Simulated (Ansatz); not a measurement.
`C=[C]([GaH2])[InH2]` + `C=N` → `C=[N][InH2]` + `C=[CH][GaH2]` at 400 K and 1 bar (ligand exchange at the In–C bond).

Gas-phase electronic energies from Ansatz, PBE0-D4/def2-TZVP geometries. CCSD(T)/CBS is the MP2 limit (def2-TZVPP, def2-QZVPP) plus CCSD(T) − MP2 in def2-TZVPP, frozen cores. This one scheme is used for every species. Elements past krypton have def2 core potentials. For Ga, In outer-core shells are correlated without core-valence functions, which leaves a few kJ/mol of doubt a bond. Scalar relativity is left out up to krypton.

```json
{"species": "`C=[C]([GaH2])[InH2]`", "CCSD(T)/CBS energy (Eh)": "-2193.38903", "H − E (kJ/mol)": "183.8", "S (J/(mol·K))": "418.1"}
{"species": "`C=N`", "CCSD(T)/CBS energy (Eh)": "-94.52360", "H − E (kJ/mol)": "119.4", "S (J/(mol·K))": "238.9"}
{"species": "`C=[N][InH2]`", "CCSD(T)/CBS energy (Eh)": "-284.90922", "H − E (kJ/mol)": "131.7", "S (J/(mol·K))": "335.8"}
{"species": "`C=[CH][GaH2]`", "CCSD(T)/CBS energy (Eh)": "-2003.00582", "H − E (kJ/mol)": "168.4", "S (J/(mol·K))": "322.2"}
```

H − E and S are ideal-gas, rigid-rotor, harmonic terms from PBE0-D4/def2-TZVP. 1 Eh = 2625.50 kJ/mol, R = 8.31446 J/(mol·K).

**Question.** By hand: ΔE, ΔH, ΔS and ΔG.

**Answer.** ΔE = (-284.90922) + (-2003.00582) − (-2193.38903) − (-94.52360) = -0.00241 Eh = -6.3 kJ/mol. Δ(H − E) = 131.7 + 168.4 − 183.8 − 119.4 = -3.1, so ΔH = -9.4 kJ/mol. ΔS = 335.8 + 322.2 − 418.1 − 238.9 = 1.0 J/(mol·K). ΔG = -9.4 − 400 × (1.0)/1000 = -9.8 kJ/mol.

**Question.** By hand: the equilibrium constant, and the temperature at which ΔG would vanish if ΔH and ΔS stayed fixed.

**Answer.** log₁₀ K = −ΔG/(RT ln 10) = 1.3. ΔH and −TΔS have one sign here, so there is no such temperature.

The number of gas molecules stays the same, so ΔS is small and ΔH decides. A doubt of 5 kJ/mol in ΔE shifts log₁₀ K by 0.7 here. These are equilibria of isolated gas molecules and say nothing of rates. Largest T1 diagnostic: 0.015 (customary marks: 0.02 for closed shells, 0.045 for open ones).

ΔS is within the doubt of such terms, so its sign, and with it that verdict, could turn.
